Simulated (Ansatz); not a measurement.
Ansatz (an electronic-structure program) input (CCSD(T)/cc-pwCVTZ):
A basis named .json is the Basis Set Exchange file of that set.

Ansatz 0.2 input:
```yaml
crystal:
  periodic: [false, false, false]
  atoms:
    - {symbol: F, position_ang: [-1.21299123, -0.50470806, 0.01613613]}
    - {symbol: S, position_ang: [-0.00574452, 0.55322190, 0.00745691]}
    - {symbol: F, position_ang: [1.22320370, -0.47879753, -0.02939285]}
basis:
  gaussian:
    orbitals: cc-pwCVTZ.json
magnetization: {spin_polarized: false}
correlation: {method: ccsd_t, electrons: outside_noble_gas}
```

Output:

```
Functional definition: HF
integrals: 0.31 GiB planned
883 factors; integrals over basis functions are off by at most 8.8e-4 eV
mean field: 0.41 GiB planned
mean field evaluation 1: about -16227.9096 eV, gradient 3.2e1 eV
mean field evaluation 2: about -16228.2032 eV, gradient 3.3e1 eV
mean field evaluation 4: about -16230.0174 eV, gradient 3.1e0 eV
mean field evaluation 8: about -16230.0506 eV, gradient 1.5e-1 eV
mean field evaluation 16: about -16229.1082 eV, gradient 2.0e1 eV
mean field -16230.05078411 eV, -596.4433651925 hartree, gradient 5.1e-6 eV, S^2 0.000000; 0 other end points of the search recorded, 0 dependent functions left out
7 core orbitals not correlated
reference -16230.05078411 eV, -596.4433651925 hartree; 10, 10 occupied and 128, 128 virtual orbitals, 883 factors
second order -18.84396757 eV of doubles, -0.00000000 eV of singles
coupled cluster: 0.64 GiB planned
cycle   1  -18.56471016 eV  change    2.8e-1 eV  update   9.9e-2
cycle   2  -19.02799310 eV  change   -4.6e-1 eV  update   3.3e-2
cycle   3  -19.14935910 eV  change   -1.2e-1 eV  update   1.7e-2
cycle   4  -19.12816246 eV  change    2.1e-2 eV  update   3.9e-3
cycle   5  -19.12697709 eV  change    1.2e-3 eV  update   2.0e-3
cycle   6  -19.12892886 eV  change   -2.0e-3 eV  update   6.3e-4
cycle   7  -19.12854995 eV  change    3.8e-4 eV  update   3.1e-4
cycle   8  -19.12848217 eV  change    6.8e-5 eV  update   7.9e-5
cycle   9  -19.12853466 eV  change   -5.2e-5 eV  update   3.0e-5
cycle  10  -19.12852136 eV  change    1.3e-5 eV  update   8.6e-6
perturbative correction -0.69740233 eV, -0.0256290629 hartree
Total energy: -16249.87670780 eV, -597.1719544497 hartree
```
